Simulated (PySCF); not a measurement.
## Ni (nickel, neutral) across methods

[Ar] 3d8 4s1 4p1, one real determinant (an excited configuration). Calculation: PySCF 2.14, in aug-cc-pVTZ (8s7p5d3f2g, 93 functions); the non-relativistic Hamiltonian (point nucleus).

```
method  E (hartree)  mean ε 3d β (eV)  mean ε 4s α (eV)  mean ε 4p α (eV)  Σ⟨r²⟩ (bohr²)   ⟨S²⟩
   PBE    -1507.917            -9.857            -7.204            -2.574          42.98  6.000
  PBE0    -1507.944           -12.307            -8.082            -3.293          42.53  6.001
PBEsol    -1506.635            -9.763            -7.232            -2.547          42.65  6.000
  MN15    -1508.359           -13.441            -8.516            -3.468          43.32  6.001
   LDA    -1505.477            -9.973            -7.400            -2.593          42.66  6.000
revPBE    -1508.068            -9.800            -7.139            -2.565          43.00  6.000
M06-2X    -1508.129           -15.005            -8.697            -3.856          42.67  6.004
   UHF  -1506.80537           -19.095           -10.271            -5.202          43.13  6.002
r2SCAN    -1508.166           -10.151            -7.449            -2.739          41.85  6.002
```

⟨L²⟩ = 14.01 against 20 for a pure G term, so this real determinant mixes terms.
